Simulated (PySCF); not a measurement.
C4H7NSi. Atoms are numbered in the order given.

```xyz
13

C      2.1386    -0.8929     0.7718
C      0.8227    -0.3084     0.3229
C      0.4289     0.9176     0.9726
N      0.1158     1.9046     1.4987
C      0.0165    -0.8455    -0.6195
Si    -1.6320    -0.1298    -1.1940
H      2.1206    -1.1116     1.8520
H      2.9612    -0.1790     0.6018
H      2.3562    -1.8211     0.2258
H      0.3671    -1.7782    -1.0790
H     -2.1773    -1.0274    -2.2508
H     -2.5927    -0.0604    -0.0574
H     -1.4383     1.2371    -1.7538
```
Charge 0, spin multiplicity 1.

Geometry optimised at B3LYP-D3(BJ)/def2-SVP. The geometry has at least one imaginary mode, so it is a saddle point at that level. The structure was generated by enumeration; whether it is a known compound was not checked.

These are TDDFT-LC-ωPBE/def2-SVPD (PySCF) values and carry that method's errors.

Vertical excitations. Gas-phase values at a fixed geometry.

Computed UV-visible absorptions:
```tsv
state	energy (eV)	λ (nm)	f	main pairs
S1	6.06	205	0.356	HOMO→LUMO 95 %
S2	6.55	189	0.000	HOMO−1→LUMO 83 %
S3	6.76	183	0.000	HOMO−3→LUMO 51 %, HOMO−2→LUMO 29 %
S4	7.27	170	0.000	HOMO→LUMO+3 43 %, HOMO→LUMO+7 14 %, HOMO→LUMO+4 9 %
S5	7.88	157	0.091	HOMO−4→LUMO 38 %, HOMO−6→LUMO 23 %, HOMO−3→LUMO+3 6 %
S6	7.96	156	0.000	HOMO−2→LUMO 39 %, HOMO−5→LUMO 20 %, HOMO−3→LUMO 17 %, HOMO−1→LUMO 7 %
S7	8.05	154	0.000	HOMO→LUMO+1 70 %
S8	8.29	149	0.020	HOMO−5→LUMO 62 %, HOMO−2→LUMO 14 %
S9	8.65	143	0.066	HOMO−4→LUMO 50 %, HOMO−6→LUMO 33 %
S10	8.75	142	0.015	HOMO→LUMO+2 24 %, HOMO→LUMO+4 20 %, HOMO→LUMO+7 19 %, HOMO→LUMO+1 7 %
T1	3.38	367	0	HOMO→LUMO 89 %
T2	5.98	207	0	HOMO−1→LUMO 80 %, HOMO−2→LUMO 12 %
T3	6.06	205	0	HOMO−6→LUMO 30 %, HOMO−4→LUMO 14 %, HOMO→LUMO+8 7 %, HOMO−3→LUMO+3 5 %
T4	6.17	201	0	HOMO−3→LUMO 44 %, HOMO−2→LUMO 19 %
```
Triplets are in the Tamm–Dancoff approximation, which puts them higher than full response would, so one can lie above its singlet here.
